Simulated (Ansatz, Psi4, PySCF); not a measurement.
isocyanic acid (CHNO), singlet, geometry from GFN2-xTB. Base run: PySCF with B3LYP5/def2-TZVP.

PySCF was given this input:
```python
from pyscf import gto, scf, dft

mol = gto.Mole()
mol.atom = '''
    N    -1.090199    0.195504    0.263220
    C     0.048134   -0.049398    0.013786
    O     1.145452   -0.105508   -0.338827
    H    -1.821018   -0.228081    0.785354
'''
mol.basis = 'def2-tzvp'
mol.charge = 0
mol.spin = 0
mol.verbose = 4
mol.build()

mf = dft.RKS(mol)
mf.xc = 'b3lyp5'
mf.kernel()
```

The same geometry, method and basis name were run in Ansatz (a quantum-chemistry and plane-wave program) and Psi4 and PySCF, at each program's defaults and at the settings that a row names. The base is PySCF at its defaults. Differences at the defaults can come from grids, fitting, cores and function types together.

```tsv
code and settings	ΔE vs base (µEh)	basis functions	E (Eh)	SCF cycles	dipole (D)
PySCF, defaults (exact integrals, its default grid, spherical functions)	0.0	99	-168.67440	10	2.43
Psi4, defaults (density fitting with its default set, its default grid, spherical functions)	-12.5	99	-168.67441	8	2.43
Ansatz, defaults (factorised integrals, its default grid, spherical functions)	2.1	99	-168.67440	-	-
PySCF, density fitting with def2-universal-jkfit	-13.2	99	-168.67441	10	2.43
PySCF, fine grid	0.5	99	-168.67440	10	2.43
Psi4, exact integrals, spherical functions, fine grid	0.5	99	-168.67440	11	2.43
Ansatz, high accuracy	0.5	99	-168.67440	-	-
```
